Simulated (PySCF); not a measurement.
Field gradients at the hydrogen positions

Compound: C₆H₉FOSi.
Cartesian coordinates in Å at the GFN2-xTB level; atoms count from 1:
```
atom  x, y, z in Å
C1     4.2391   -0.5447    0.1070
C2     2.9409   -0.1242   -0.3807
C3     1.8692    0.2271   -0.7862
C4     0.5723    0.6389   -1.2655
Si5   -0.8138   -0.0053   -0.1343
O6    -2.1253    0.5406   -0.9686
C7    -3.4278    0.4249   -0.7154
C8    -3.9951   -0.1788    0.3174
F9    -3.2711   -0.7797    1.2866
H10    4.7001   -1.2353   -0.5994
H11    4.1313   -1.0462    1.0688
H12    4.8927    0.3189    0.2313
H13    0.4357    0.2652   -2.2834
H14    0.5454    1.7303   -1.3163
H15   -0.7605    0.5986    1.1960
H16   -0.8251   -1.4647   -0.0553
H17   -4.0607    0.8895   -1.4611
H18   -5.0561   -0.2488    0.4826
```

Level: PBE0/pcSseg-1 (PySCF, non-relativistic); Q(2H) = 0.00286 b; rigid geometry, the same for H and D, with no vibrational averaging.

Question: Rank these positions by the coupling χzz of a deuteron there, largest first.
A. H17 (vinylic hydrogen)
B. H11 (methyl hydrogen)
C. H18 (vinylic hydrogen)
D. H16 (Si–H hydrogen)

Answer: C (222 kHz), A (213 kHz), B (207 kHz), D (107 kHz).

What are Vzz, η and χzz (234.96 MHz × Q × Vzz) at all hydrogens?

| atom | bonded to | bond length (Å) | Vzz (au) | η | χzz (kHz) |
| --- | --- | --- | --- | --- | --- |
| H10 | C1 | 1.090 | 0.3086 | 0.02 | 207 |
| H11 | C1 | 1.090 | 0.3085 | 0.02 | 207 |
| H12 | C1 | 1.090 | 0.3085 | 0.02 | 207 |
| H13 | C4 | 1.093 | 0.3072 | 0.02 | 206 |
| H14 | C4 | 1.093 | 0.3073 | 0.02 | 207 |
| H15 | Si5 | 1.462 | 0.1596 | 0.03 | 107 |
| H16 | Si5 | 1.462 | 0.1598 | 0.03 | 107 |
| H17 | C7 | 1.083 | 0.3166 | 0.12 | 213 |
| H18 | C8 | 1.076 | 0.3303 | 0.14 | 222 |

Average by the element that carries the hydrogen.

on C: 210 kHz over 7 positions, mean bond length 1.088 Å; on Si: 107 kHz over 2 positions, mean bond length 1.462 Å.

Isolated species at its GFN2-xTB geometry (one conformer only). GFN2-xTB bond lengths can be off by several hundredths of an ångström, more for odd bonds, and the gradients follow them. The basis is small and wasn't made for field gradients, so the couplings can be 20 % off.
